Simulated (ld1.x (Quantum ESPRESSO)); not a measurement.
Before and after: TM potential for potassium (K)

* Element: potassium (K)
* Generator: ld1.x (Quantum ESPRESSO) 7.5
* Type: norm-conserving Troullier–Martins (Kleinman–Bylander form)
* Functional: LDA (PZ)
* Relativity: scalar-relativistic
* Frozen core: [Ne]
* Valence charge: 9
* Reference configuration: 3s2 3p6 3d1 4s0 4p0
* Partial waves: 3s (bound): rc 2.15 bohr; 3d (bound): rc 4.20 bohr; 3p (bound): rc 1.20 bohr
* Local potential: the p channel
* Core correction: none

All-electron outer shells of the reference configuration (LDA (PZ), scalar-relativistic, ld1.x):

```json
{"shell": "2s", "level (eV)": "-353.64", "outermost node (bohr)": "0.11", "outermost maximum (bohr)": "0.32"}
{"shell": "2p", "level (eV)": "-281.42", "outermost node (bohr)": "–", "outermost maximum (bohr)": "0.26"}
{"shell": "3s", "level (eV)": "-36.53", "outermost node (bohr)": "0.48", "outermost maximum (bohr)": "1.07"}
{"shell": "3p", "level (eV)": "-20.19", "outermost node (bohr)": "0.45", "outermost maximum (bohr)": "1.15"}
{"shell": "4s", "level (eV)": "-3.14", "outermost node (bohr)": "1.58", "outermost maximum (bohr)": "3.83"}
{"shell": "4p", "level (eV)": "-1.49", "outermost node (bohr)": "1.86", "outermost maximum (bohr)": "5.79"}
{"shell": "3d", "level (eV)": "-0.63", "outermost node (bohr)": "–", "outermost maximum (bohr)": "6.98"}
```

Change: all radii scaled by about 0.75 (s 1.62, p 0.90, d 3.16 bohr).

Cutoffs: the cutoffs (Ry, on a coarse ladder) from which the occupation-weighted sum of valence levels, in a spherical-Bessel basis at the reference potential, stays within 10 and 1 mRy of its value at 400 Ry; they do not see the model core or the augmentation charge, which bear on the density cutoff. Errors are all-electron minus pseudo energies relative to the spin-unpolarised reference configuration.

Q: How do hardness, ghosts and transferability respond?

A: The potential gets harder (50 Ry and 70 Ry → 140 Ry and 260 Ry); of the 9 tests that both files solve, the error grows in 0 and shrinks in 9 by more than 15 % and 0.3 meV (median size 67.2 → 31.8 meV); neither file shows a bound ghost. A smaller radius makes the pseudo-wave follow the all-electron one further in, where it bends more sharply, so more plane waves are needed. Less of the atom is replaced, so other configurations are described better.

```tsv
quantity	base	changed
cutoff, loose	50 Ry	140 Ry
cutoff, tight	70 Ry	260 Ry
loose cutoff by channel (10 mRy a level)	s 8 Ry, d 6 Ry, p 21 Ry	s 25 Ry, d 10 Ry, p 110 Ry
bound ghosts	none	none
error for 3s2 3p6 3d0 4s1 4p0, meV [ΔE -2.51 eV]	+95	+46
error for 3s2 3p6 3d0 4s0 4p0, meV [ΔE 1.89 eV]	+7.8	+1.7
error for 3s2 3p6 3d0 4s0.5 4p0, meV [ΔE -0.80 eV]	+67	+32
error for 3s2 3p6 3d0 4s0 4p1, meV [ΔE -0.88 eV]	+6.5	+3.6
error for 3s2 3p6 3d0.5 4s0.5 4p0, meV [ΔE -1.26 eV]	+55	+26
error for 3s2 3p5 3d0 4s1 4p0, meV [ΔE 22.45 eV]	+458	+218
error for 3s1 3p6 3d0 4s1 4p0, meV [ΔE 39.32 eV]	+381	+213
error for 3s2 3p6 3d1 4s0 4p0 (spin-polarised), meV [ΔE -0.06 eV]	+1.7	+0.5
error for 3s2 3p6 3d0 4s1 4p0 (spin-polarised), meV [ΔE -2.65 eV]	+95	+46
```
